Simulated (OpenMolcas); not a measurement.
C: thermal populations, the spin-orbit constant, Slater's ratio, worked from levels

* Program: OpenMolcas
* Basis: ANO-RCC-VTZP [4s3p2d1f]
* Scalar Hamiltonian: DKH2, point nucleus
* Active space: 4 electrons in 8 orbitals (2s 2p 3s 3p)
* State averaging: 2S+1 = 3 even, 3 roots; 2S+1 = 1 even, 6 roots; 2S+1 = 5 odd, 1 root; 2S+1 = 3 odd, 8 roots; 2S+1 = 1 odd, 3 roots
* Spin-orbit coupling: RASSI with atomic mean-field integrals over the reference wave functions, term energies averaged over their components

Methods: CASSCF; SS-CASPT2, IPEA 0.25 Eh, imaginary shift 0.1 Eh (closed shells correlated: 1s). Measured levels: NIST Handbook of Basic Atomic Spectroscopic Data.

**Thermal populations.** Z = Σ (2J + 1) exp(-E/kT) with k = 0.695035 cm-1/K, over the levels below. No other level of either list lies under 60300 cm-1, which is above 7 kT at each temperature.

```tsv
Level	2J + 1	SS-CASPT2	measured
2s² 2p² ³P₀	1	0.0	0.0
2s² 2p² ³P₁	3	15.0	16.4
2s² 2p² ³P₂	5	44.8	43.4
2s² 2p² ¹D₂	5	10450	10193
2s² 2p² ¹S₀	1	21180	21648
2s 2p³ ⁵S°₂	5	31560	33735
```

| T (K) | Z, SS-CASPT2 | Z, measured levels | Ground level (%), SS-CASPT2 | Ground level (%), measured levels |
| --- | --- | --- | --- | --- |
| 5000 | 9.173 | 9.192 | 10.9 | 10.9 |
| 8000 | 9.755 | 9.784 | 10.3 | 10.2 |
| 12000 | 10.589 | 10.603 | 9.4 | 9.4 |

At 12000 K, kT = 8340 cm-1, and the computed levels give Z = 1.000 + 2.995 + 4.973 + 1.428 + 0.079 + 0.114 = 10.589.

**The spin-orbit constant.** For the Hund term ³P of p2, E(J) = (A/2) J(J+1) + constant and ζ = 2S·A = 2A. From J = 0 to J = 2 the energy changes by 3 A.

```csv
Source,E(2) - E(0),A,ζ
CASSCF,44.8,14.9,30
SS-CASPT2,44.8,14.9,30
measured,43.4,14.5,29
```

All in cm-1. SS-CASPT2 is off by +3.2 % and CASSCF by +3.2 %. Both methods take the spin-orbit matrix elements from the reference wave functions, so the second can move ζ only through the term energies and any multistate remixing. Second-order mixing with other terms is absorbed into this ζ.

**Slater's ratio.** With one set of orbitals, p2 has ¹D - ³P = 6 F2 and ¹S - ¹D = 9 F2 (F2 = F²/25), a ratio of 3/2. Term energies are centres of gravity, weighted by 2J + 1.

```
   Source  ¹D - ³P  ¹S - ³P  F2 from the first  Ratio
   CASSCF    12028    19015               2005  0.581
SS-CASPT2    10419    21152               1736  1.030
 measured    10163    21618               1694  1.127
```

Energies in cm-1. A ratio away from 3/2 shows effects beyond one configuration with one set of orbitals, and in heavier atoms second-order spin-orbit shifts. In CASSCF the valence s occupation is 1.86 in ¹S against 1.95 in ¹D: mixing out of s² acts most on ¹S and pulls it down.

CASPT2 does not keep the components of a term degenerate, so their means are used; among the terms shown or strongly mixed into the levels shown the widest spread is 20 cm-1 (2s² 2p² ¹D, SS-CASPT2). The run also gave levels led by 2s² 2p 3s, which use shells meant for correlation; these and all levels above them are left out. Without dynamic correlation excited terms often stand tens of per cent too high (terms of higher spin than the ground term too low), and those without a measured partner can miss by more than the paired ones (holds for CASSCF). Computed and measured levels are paired by configuration, term and J; levels that our copy of the source lacks, or whose pairing is in doubt (as where it misses far off the trend of its configuration), stay unpaired and out of the deviations. Only configurations of the active space appear.

° marks odd parity.
